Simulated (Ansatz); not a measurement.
Program: Ansatz. Geometries: PBE0-D4/def2-TZVP. ΔE: electronic, gas phase. CCSD(T)/CBS adds triple-zeta CCSD(T) − MP2 to the extrapolated MP2 energy (def2 sets, frozen cores). This one scheme is used for every species. Functionals use def2-TZVPP. B3LYP here is the variant with VWN-RPA as its local correlation; programs differ in this. For Br outer-core shells are correlated without core-valence functions, which leaves a few kJ/mol of doubt a bond. Scalar relativity is left out up to krypton. Each species was taken in one conformer, which may not be the lowest.

Consider the ligand exchange at the Si–Br bond: `FC[SiH2]Br` + CH₃OH → `CO[SiH2]CF` + HBr.

```csv
level,ΔE (kcal/mol)
ωB97X-V,0.2
ωB97M-V,0.3
PBE0,2.7
B3LYP,0.0
CCSD/def2-TZVPP,-0.6
HF/def2-QZVPP,-0.5
MP2/CBS(def2),1.8
CCSD/CBS(def2),0.9
```

(1) What does CCSD(T)/CBS give? (Best estimate.)

Largest T1 diagnostic among the species: 0.011.

Answers

(1) Ansatz gave: +1.0 kcal/mol. The listed levels differ from it by -0.8, -0.7, 1.7, -1.0, -1.6, -1.5, 0.8, -0.1 kcal/mol.
